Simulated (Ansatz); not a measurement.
The molecule NiF+, multiplicity 3 (lowest of 2S+1 = 1, 3, 5 at CCSD(T)/def2-TZVPP on PBE0 minima; our sources give no spin for the ground state, which may be another). No spin–orbit coupling. Ni is treated without relativity. The T1 diagnostic near the minimum is 0.050, so single-reference values are doubtful.

Constants: fifth-degree fit in 1/R to seven points, most abundant isotopes. Runs in def2 and cc sets follow the lowest solution found near the PBE0 minimum.

The values were computed with Ansatz (a program for electronic structure) with Gaussian orbitals. Each number belongs to the level named beside it.

Energies at B3LYP/def2-TZVPP:

| R (Å) | E (hartree) |
|---|---|
| 1.559318 | -1607.89733307 |
| 1.601235 | -1607.90392177 |
| 1.639799 | -1607.90727090 |
| 1.683392 | -1607.90856941 |
| 1.726986 | -1607.90779295 |
| 1.777287 | -1607.90493964 |
| 1.835971 | -1607.89970052 |

**Question.** With a reduced mass of 14.3068 u, find the minimum, the force constant and the constants.

**Answer.** A fifth-degree polynomial in 1/R puts the minimum at r_e = 1.6871 Å with force constant 464 N/m. Then ω_e = (1/2πc)√(k/μ) = 742 cm⁻¹ and B_e = h/(8π²cμr_e²) = 0.4140 cm⁻¹; the cubic and quartic terms give α_e = 0.0032 and ω_e x_e = 4.4 cm⁻¹.
